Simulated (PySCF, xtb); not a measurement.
Complex: N2 (SMILES N#N) (first 2 atoms) with H4OSi (SMILES O[SiH3]); geometry from B3LYP-D3(BJ)/def2-TZVP, rigid monomers moved along the line of their centres of mass till N2···H5 is 2.57 Å.
(charge 0, multiplicity 1):
```json
[
 {"atom": "N", "x (Å)": "0.5057", "y (Å)": "0.4764", "z (Å)": "-1.1934"},
 {"atom": "N", "x (Å)": "0.4927", "y (Å)": "0.5628", "z (Å)": "-0.1067"},
 {"atom": "O", "x (Å)": "0.3512", "y (Å)": "0.6957", "z (Å)": "3.4115"},
 {"atom": "Si", "x (Å)": "-0.4119", "y (Å)": "-0.5948", "z (Å)": "4.0995"},
 {"atom": "H", "x (Å)": "0.4278", "y (Å)": "0.7199", "z (Å)": "2.4537"},
 {"atom": "H", "x (Å)": "-1.8189", "y (Å)": "-0.7114", "z (Å)": "3.6393"},
 {"atom": "H", "x (Å)": "-0.3824", "y (Å)": "-0.3610", "z (Å)": "5.5569"},
 {"atom": "H", "x (Å)": "0.2749", "y (Å)": "-1.8729", "z (Å)": "3.7833"}
]
```

Interaction energies are E(AB) − E(A) − E(B) at the monomers' geometry in the complex; basis-set methods are counterpoise corrected. Rows marked so take none.

Rows in 3-21G carry no dispersion term and start afresh at each structure.

Codes used: PySCF for 3-21G rows; xtb for the GFN methods. Each number belongs to the level named beside it.

**Question.** Estimate the interaction energy that GFN1-xTB returns for this input.

**Answer.** -1.2 kcal/mol
